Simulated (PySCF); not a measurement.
**Correlation energy of Ar (argon, neutral)**

[Ne] 3s2 3p5 4s1, high-spin 3P determinant (an excited configuration). Computed with PySCF 2.14 in aug-cc-pCVTZ-DK with one added diffuse shell each of s, p, d, f type (9s8p6d4f, 91 functions), with scalar relativity by spin-free X2C-1e. Frozen: [Ne]; 8 electrons correlated.

```csv
level,correlation energy (mhartree)
CCSD,-206.94
(T),-6.68
CCSD(T),-213.62
```

Diagnostics: T1 = 0.018, D1 = 0.0665, largest double amplitude 0.040.

The outer electron is Rydberg-like, and this basis confines it to a smaller radius and binds it less than a complete one would.

Cost of the coupled-cluster step: roughly 40 core-seconds, for 8 correlated electrons.

Iterations:

```
CC2 = 0
CCSD nocc = (np.int64(5), np.int64(3)), nmo = (86, 86)
frozen orbitals [[0, 1, 2, 3, 4], [0, 1, 2, 3, 4]]
max_cycle = 100
direct = 0
conv_tol = 1e-08
conv_tol_normt = 1e-06
diis_space = 8
diis_start_cycle = 0
Init t2, MP2 energy = -0.182188262480498
Init E_corr(UCCSD) = -0.182188262483397
cycle = 1  E_corr(UCCSD) = -0.200663126440944  dE = -0.018474864  norm(t1,t2) = 0.0496984
cycle = 2  E_corr(UCCSD) = -0.204921690464943  dE = -0.00425856402  norm(t1,t2) = 0.019931
cycle = 3  E_corr(UCCSD) = -0.207259339886822  dE = -0.00233764942  norm(t1,t2) = 0.010263
cycle = 4  E_corr(UCCSD) = -0.206949730172957  dE = 0.000309609714  norm(t1,t2) = 0.00180486
cycle = 5  E_corr(UCCSD) = -0.206923088340434  dE = 2.66418325e-05  norm(t1,t2) = 0.000849401
cycle = 6  E_corr(UCCSD) = -0.206938161295393  dE = -1.5072955e-05  norm(t1,t2) = 0.000407547
cycle = 7  E_corr(UCCSD) = -0.206940614483986  dE = -2.45318859e-06  norm(t1,t2) = 0.000154655
cycle = 8  E_corr(UCCSD) = -0.206941899417391  dE = -1.2849334e-06  norm(t1,t2) = 2.74175e-05
cycle = 9  E_corr(UCCSD) = -0.206942210919885  dE = -3.11502494e-07  norm(t1,t2) = 8.91354e-06
cycle = 10  E_corr(UCCSD) = -0.206942220359453  dE = -9.43956785e-09  norm(t1,t2) = 2.89591e-06
cycle = 11  E_corr(UCCSD) = -0.206942170742422  dE = 4.96170303e-08  norm(t1,t2) = 1.15322e-06
cycle = 12  E_corr(UCCSD) = -0.206942175775807  dE = -5.03338424e-09  norm(t1,t2) = 2.91677e-07
UCCSD converged
E(UCCSD) = -528.4372162976933  E_corr = -0.2069421757758066
UCCSD(T) correction = -0.00667533229930831
```
